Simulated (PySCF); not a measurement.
A side-by-side comparison of computed properties.

First species: C5H3N3O2.
SMILES with atom numbers: `[CH3:1][C:2](=[O:3])[c:4]1[n:5][n:6][c:7]([C:8]#[N:9])[o:10]1` (hydrogens: H11, H12, H13 on C1)

Second species: C6H10OSi.
Numbering: `[CH:1]#[C:2][C:3](=[O:4])[C:5]([CH3:6])([CH3:7])[SiH3:8]` (hydrogens: H9 on C1; H10, H11, H12 on C6; H13, H14, H15 on C7; H16, H17, H18 on Si8)

Structure used (GFN2-xTB), in Å, numbered top down from 1:
```
atom  x, y, z in Å
C1     3.1661    0.2781    0.5081
C2     2.0977    0.1575   -0.0272
C3     0.8680    0.0091   -0.7695
O4     0.8549    0.1024   -1.9790
C5    -0.3574   -0.1820    0.0703
C6    -0.0783   -0.9752    1.3451
C7    -1.4520   -0.8594   -0.7522
Si8   -0.8970    1.6235    0.5076
H9     4.0862    0.3830    1.0050
H10    0.2715   -1.9790    1.1025
H11    0.6778   -0.4928    1.9605
H12   -0.9903   -1.0690    1.9316
H13   -2.3910   -0.8838   -0.2030
H14   -1.6059   -0.3313   -1.6901
H15   -1.1653   -1.8846   -0.9876
H16   -1.1474    2.3611   -0.7258
H17   -2.1155    1.4998    1.3084
H18    0.1691    2.2488    1.2907
```

Levels: PBE0/def2-SVPD for dipole moment, HOMO energy, LUMO energy, HOMO–LUMO gap, static isotropic polarisability and electronic spatial extent ⟨r²⟩ about the centre of nuclear charge; TDDFT PBE0/def2-SVPD for lowest singlet excitation; TDA PBE0/def2-SVPD for lowest triplet excitation (Tamm–Dancoff); GFN2-xTB for rotational constant A and rotational constant C. Geometries: GFN2-xTB. All species are isolated and taken at one optimised geometry, non-relativistic unless stated. Electronic properties by PySCF.

The conformers computed, where there is a choice (atom-mapped SMILES and torsion angles):
- `[CH3:1][C:2](=[O:3])[c:4]1[n:5][n:6][c:7]([C:8]#[N:9])[o:10]1`: C1–C2–C4–N5 0°
- `[CH:1]#[C:2][C:3](=[O:4])[C:5]([CH3:6])([CH3:7])[SiH3:8]`: C2–C3–C5–C6 -34°

```
                                                         property    column X    column Y
                                                    dipole moment      3.08 D      3.16 D
                                                      HOMO energy    -7.63 eV    -8.68 eV
                                                      LUMO energy    -1.85 eV    -3.35 eV
                                                    HOMO–LUMO gap     5.78 eV     5.33 eV
                                        lowest singlet excitation     3.82 eV     3.55 eV
                         lowest triplet excitation (Tamm–Dancoff)     3.27 eV     3.04 eV
                                  static isotropic polarisability     99.1 au     84.3 au
electronic spatial extent ⟨r²⟩ about the centre of nuclear charge  1167 bohr²  1550 bohr²
                                            rotational constant A   2.140 GHz   4.156 GHz
                                            rotational constant C   1.251 GHz   0.672 GHz
```

Problem. Which column belongs to which species?

Solution. Column X is the second species and column Y the first. The first has 13 atoms and 70 electrons, the second 18 and 68.

Problem. How does each property change from the first species to the second?

Solution. dipole moment -0.08 D; HOMO energy +1.05 eV; LUMO energy +1.50 eV; HOMO–LUMO gap +0.45 eV; lowest singlet excitation +0.27 eV; lowest triplet excitation (Tamm–Dancoff) +0.23 eV; static isotropic polarisability +14.8 au; electronic spatial extent ⟨r²⟩ about the centre of nuclear charge -383 bohr²; rotational constant A -2.016 GHz; rotational constant C +0.579 GHz.

On the first: No computed singlet falls in the visible range (750 to 380 nm, 1.65 to 3.26 eV); S1 lies 0.29 eV above its blue end. The principal polarisabilities are 48.8, 75.4 and 128.7 au; their mean is the isotropic value.

On the second: The principal polarisabilities are 87.6, 93.5 and 116.4 au; their mean is the isotropic value. No computed singlet falls in the visible range (750 to 380 nm, 1.65 to 3.26 eV); S1 lies 0.56 eV above its blue end.
